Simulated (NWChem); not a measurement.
Program: NWChem. System: H4AlFS, charge 1, spin multiplicity 2, at the geometry of a parent with another charge or spin, in a state set for the comparison that need not be this species' ground state. Its SCF solution wasn't tested for a lower state. Level: UHF/6-31G* (spherical d).

Input file:

```
start mol
memory heap 200 mb stack 900 mb global 1100 mb
charge 1
geometry units angstroms nocenter noautoz
  Al    -0.788402     0.817134     0.000000
  H     -1.523867     0.710151    -1.405013
  H     -1.523867     0.710151     1.405013
  F      0.682101     1.640788     0.000000
  S      0.298965    -1.520871     0.000000
  H      1.187303    -1.238106    -0.979584
  H      1.187303    -1.238106     0.979584
  symmetry group Cs
end
basis spherical
  * library 6-31g*
end
scf
  uhf
  nopen 1
  maxiter 100
  thresh 1e-7
  semidirect memsize 60000000 filesize 0
  # guess.movecs holds the orbitals of an unrestricted PBE0 run
  vectors input guess.movecs output mol.movecs
end
task scf energy
```

NWChem printed:

```
             Northwest Computational Chemistry Package (NWChem) 7.3.0
             --------------------------------------------------------

                                NWChem Input Module
                                -------------------

 Scaling coordinates for geometry "geometry" by  1.889725989
 (inverse scale =  0.529177249)

 Turning off AUTOSYM since
 SYMMETRY directive was detected!

                             Geometry "geometry" -> ""
                             -------------------------

 Output coordinates in angstroms (scale by  1.889725989 to convert to a.u.)

  No.       Tag          Charge          X              Y              Z
 ---- ---------------- ---------- -------------- -------------- --------------
    1 Al                  13.0000    -0.78840200     0.81713400     0.00000000
    2 H                    1.0000    -1.52386700     0.71015100    -1.40501300
    3 H                    1.0000    -1.52386700     0.71015100     1.40501300
    4 F                    9.0000     0.68210100     1.64078800     0.00000000
    5 S                   16.0000     0.29896500    -1.52087100     0.00000000
    6 H                    1.0000     1.18730300    -1.23810600    -0.97958400
    7 H                    1.0000     1.18730300    -1.23810600     0.97958400

 Effective nuclear repulsion energy (a.u.)     141.9253771156

            Nuclear Dipole moment (a.u.)
            ----------------------------
        X                 Y               Z
 ---------------- ---------------- ----------------
    -0.0000094486    -0.0000226767     0.0000000000

      Symmetry information
      --------------------

 Group name             Cs
 Group number              2
 Group order               2
 No. of unique centers     5

      Symmetry unique atoms

     1    2    4    5    6


 Summary of "ao basis" -> "" (spherical)
 ------------------------------------------------------------------------------
       Tag                 Description            Shells   Functions and Types
 ---------------- ------------------------------  ------  ---------------------
 *                           6-31g*                   on all atoms
[...]
    46      1.346118  5 S  s                 56     -0.965321  6 H  s
    58     -0.965321  7 H  s                 10     -0.687731  1 Al s
    47      0.640752  5 S  px                12      0.595951  1 Al py
    48      0.499443  5 S  py                42      0.375176  5 S  s
    43      0.286450  5 S  px                 6      0.280682  1 Al s

 center of mass
 --------------
 x =   0.01306164 y =   0.08137420 z =   0.00000000

 moments of inertia (a.u.)
 ------------------
         546.313781444577          56.514342222950           0.000000000000
          56.514342222950         149.625553246791           0.000000000000
           0.000000000000           0.000000000000         653.706469346599

  Mulliken analysis of the total density
  --------------------------------------

    Atom       Charge   Shell Charges
 -----------   ------   -------------------------------------------------------
    1 Al  13    12.15   2.00  2.00  5.98  0.73  1.05  0.12  0.06  0.21
    2 H    1     1.10   0.46  0.64
    3 H    1     1.10   0.46  0.64
    4 F    9     9.58   2.00  0.92  3.28  1.06  2.31  0.01
    5 S   16    15.64   2.00  2.00  5.98  1.42  2.89  0.50  0.77  0.08
    6 H    1     0.72   0.46  0.26
    7 H    1     0.72   0.46  0.26

  Mulliken analysis of the alpha density
  --------------------------------------

    Atom       Charge   Shell Charges
 -----------   ------   -------------------------------------------------------
    1 Al  13     6.05   1.00  1.00  2.99  0.35  0.53  0.05  0.02  0.12
    2 H    1     0.59   0.25  0.34
    3 H    1     0.59   0.25  0.34
    4 F    9     4.80   1.00  0.46  1.65  0.53  1.15  0.00
    5 S   16     8.29   1.00  1.00  2.99  0.72  1.81  0.26  0.48  0.04
    6 H    1     0.34   0.22  0.12
    7 H    1     0.34   0.22  0.12

   Mulliken analysis of the beta density
   -------------------------------------

    Atom       Charge   Shell Charges
 -----------   ------   -------------------------------------------------------
    1 Al  13     6.10   1.00  1.00  2.99  0.38  0.52  0.07  0.04  0.10
    2 H    1     0.50   0.21  0.30
    3 H    1     0.50   0.21  0.30
    4 F    9     4.78   1.00  0.46  1.63  0.53  1.15  0.00
    5 S   16     7.34   1.00  1.00  2.99  0.70  1.09  0.24  0.30  0.04
    6 H    1     0.39   0.24  0.14
    7 H    1     0.39   0.24  0.14

   Mulliken analysis of the spin density
   -------------------------------------

    Atom       Charge   Shell Charges
 -----------   ------   -------------------------------------------------------
    1 Al  13    -0.05  -0.00 -0.00  0.00 -0.03  0.00 -0.02 -0.03  0.02
    2 H    1     0.09   0.04  0.04
    3 H    1     0.09   0.04  0.04
    4 F    9     0.02  -0.00  0.00  0.02 -0.00  0.00 -0.00
    5 S   16     0.95   0.00  0.00  0.00  0.03  0.72  0.02  0.18  0.00
    6 H    1    -0.05  -0.02 -0.03
    7 H    1    -0.05  -0.02 -0.03

       Multipole analysis of the density wrt the origin
       ------------------------------------------------

     L   x y z        total         alpha         beta         nuclear
     -   - - -        -----         -----         ----         -------
     0   0 0 0      1.000000    -21.000000    -20.000000     42.000000

     1   1 0 0      0.636311      0.299881      0.336439     -0.000009
     1   0 1 0     -2.896969     -0.357770     -2.539176     -0.000023
     1   0 0 1      0.000000     -0.000000      0.000000      0.000000

     2   2 0 0    -19.684769    -48.932476    -46.321961     75.569668
     2   1 1 0     -6.926860     17.073826     14.144363    -38.145049
     2   1 0 1      0.000000      0.000000      0.000000      0.000000
     2   0 2 0    -14.491596   -144.591043   -134.134637    264.234084
     2   0 1 1     -0.000000     -0.000000     -0.000000      0.000000
     2   0 0 2    -21.349132    -21.863522    -20.438089     20.952480

 Task  times  cpu:        0.7s     wall:        0.7s

 Total times  cpu:        0.7s     wall:        0.7s
```
